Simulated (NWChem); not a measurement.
# C4H8O; SMILES C(C1CC1)O

```xyz
13

O      0.6862     1.5054     0.0000
C     -0.6645     1.0744     0.0000
C     -0.7078    -0.4394     0.0000
C      0.3298    -1.2327    -0.7569
C      0.3298    -1.2327     0.7569
H      0.6871     2.4774     0.0000
H     -1.2166     1.4515    -0.8984
H     -1.2166     1.4515     0.8984
H     -1.7371    -0.8371     0.0000
H      1.1260    -0.6582    -1.2545
H      0.0089    -2.1439    -1.2855
H      0.0089    -2.1439     1.2855
H      1.1260    -0.6582     1.2545
```
Atoms are numbered in this order, from 1.

All runs: NWChem. Coordinates come from a PBE-D3(BJ)/def2-SVP optimisation. No frequency run checked for a minimum. Total energies compare along this basis series because the functional is fixed.

| level | basis functions | energy (Ha) | highest occupied level (eV) | orbital gap (eV) | dipole (D) |
|---|---|---|---|---|---|
| Hartree-Fock/pcseg-1 | 110 | -230.8797 | -10.75 | 14.93 | 1.90 |
| Hartree-Fock/aug-pcseg-1 | 187 | -230.8966 | -10.70 | 11.50 | 1.70 |
| Hartree-Fock/pcseg-2 | 262 | -231.0228 | -10.69 | 13.26 | 1.73 |
| Hartree-Fock/STO-3G | 33 | -228.0715 | -9.18 | 22.48 | 1.41 |
| Hartree-Fock/def2-SVP | 110 | -230.7761 | -10.73 | ? | ? |

### Question
Fill in the missing entries.

### Answer

- Hartree-Fock/def2-SVP, orbital gap (eV): 15.39
- Hartree-Fock/def2-SVP, dipole (D): 1.83
